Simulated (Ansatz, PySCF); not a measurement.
This Ansatz (a quantum-chemistry and plane-wave program) input computes a PBE0/def2-TZVPD energy:

Ansatz 0.2 input:
```yaml
crystal:
  periodic: [false, false, false]
  atoms:
    - {symbol: C, position_ang: [-2.22231308, -0.11713259, -0.57264292]}
    - {symbol: C, position_ang: [-1.09245782, -0.62128850, -0.15998845]}
    - {symbol: C, position_ang: [0.24645936, -0.22082959, -0.68769343]}
    - {symbol: Cl, position_ang: [1.28299656, 0.46535878, 0.63620203]}
    - {symbol: H, position_ang: [-3.27700219, -0.23250955, -0.38409267]}
    - {symbol: H, position_ang: [-1.08584117, -1.38963552, 0.61730499]}
    - {symbol: H, position_ang: [0.16493899, 0.54322610, -1.45422087]}
    - {symbol: H, position_ang: [0.79683194, -1.07667620, -1.07247715]}
basis:
  gaussian:
    orbitals: def2-TZVPD
hamiltonian:
  xc: {name: PBE0}
magnetization: {spin_polarized: true, initial_magnetization: 1}
output: {forces: true}
```

Question: Write an input for the same energy in PySCF and say what it gives.

Answer: 
```python
from pyscf import gto, scf, dft

mol = gto.M(
    atom='''
    C    -2.22231308   -0.11713259   -0.57264292
    C    -1.09245782   -0.62128850   -0.15998845
    C     0.24645936   -0.22082959   -0.68769343
    Cl    1.28299656    0.46535878    0.63620203
    H    -3.27700219   -0.23250955   -0.38409267
    H    -1.08584117   -1.38963552    0.61730499
    H     0.16493899    0.54322610   -1.45422087
    H     0.79683194   -1.07667620   -1.07247715
    ''',
    basis='def2-tzvpd',
    charge=0,
    spin=1,
    verbose=4,
)

mf = dft.UKS(mol, xc='pbe0').density_fit(auxbasis='def2-universal-jkfit')
mf.grids.level = 3
mf.conv_tol = 1e-9
mf.max_cycle = 100
mf.max_memory = 1500
mf.kernel()
if not mf.converged:
    mf = mf.newton()
    mf.kernel(mf.make_rdm1())
for _ in range(2):
    mo, _, stable, _ = mf.stability(return_status=True)
    if stable:
        break
    mf.kernel(mf.make_rdm1(mo, mf.mo_occ))
mf.analyze()
```
It gives -576.57788 Eh, and Ansatz -576.57783 Eh, a difference of 0.05 mEh, from the treatment of integrals and grids.

It need not be the lowest isomer of its formula.
